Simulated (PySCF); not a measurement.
PySCF input for WO₂Cl, SMILES [O]=[W+]([Cl])=[O], charge +1, multiplicity 1, IEF-PCM-ωB97X/def2-SVP. The structure is a stationary point at B3LYP-D3(BJ)/def2-SVP. The spin state was assumed, not searched. The isomer is the one that the SMILES or the coordinates give; other isomers of the formula were not compared. The def2 effective core potentials stand for the cores of W; spin–orbit coupling is left out.

```python
import numpy as np
from pyscf import gto, scf, dft
from pyscf.solvent import pcm

mol = gto.M(
    atom='''
    W     0.26239474   -0.18569800   -0.00000000
    O     0.83933459    0.68006585    1.32217377
    O     0.83933459    0.68006585   -1.32217377
    Cl   -1.93215086    0.16827049    0.00000000
    ''',
    basis='def2-SVP',
    ecp={'W': 'def2-svp'},
    charge=1,
    spin=0,
    max_memory=1600,
    verbose=3,
)
mf = dft.RKS(mol, xc='wb97x').density_fit(auxbasis='def2-universal-jkfit')
mf.grids.level = 3
mf.conv_tol = 1e-9
mf.max_cycle = 100
mf.kernel()
res = {}
for name, eps in {'water': 78.355, 'cyclohexanone': 15.619, '1-octanol': 9.8629}.items():
    s = mf.PCM()
    s.with_solvent.method, s.with_solvent.eps, s.with_solvent.lebedev_order = 'IEF-PCM', eps, 29
    s.kernel(mf.make_rdm1())
    res[name] = (s.e_tot, eps, s.dip_moment(), s.mo_energy, s.converged)
    print(f'{name}: electrostatic solvation free energy {(s.e_tot - mf.e_tot) * 627.509474:.3f} kcal/mol')
```

Program output:

```
converged SCF energy = -677.195084344747

WARN: PCM is an experimental feature. It is still in testing.
Features and APIs may be changed in the future.

converged SCF energy = -677.324327707517

WARN: System has nonzero charge 1; the dipole moment is origin-dependent.
Location of origin: [0. 0. 0.]

Dipole moment(X, Y, Z, Debye):  0.91507, -6.04944,  0.00000
water: electrostatic solvation free energy -81.101 kcal/mol

WARN: PCM is an experimental feature. It is still in testing.
Features and APIs may be changed in the future.

converged SCF energy = -677.316428447377

WARN: System has nonzero charge 1; the dipole moment is origin-dependent.
Location of origin: [0. 0. 0.]

Dipole moment(X, Y, Z, Debye):  0.88296, -5.94405,  0.00000
cyclohexanone: electrostatic solvation free energy -76.145 kcal/mol

WARN: PCM is an experimental feature. It is still in testing.
Features and APIs may be changed in the future.

converged SCF energy = -677.310798755634

WARN: System has nonzero charge 1; the dipole moment is origin-dependent.
Location of origin: [0. 0. 0.]

Dipole moment(X, Y, Z, Debye):  0.86032, -5.87223,  0.00000
1-octanol: electrostatic solvation free energy -72.612 kcal/mol
```

The calculation finished and met its thresholds.

Cost: roughly 19 core-seconds.
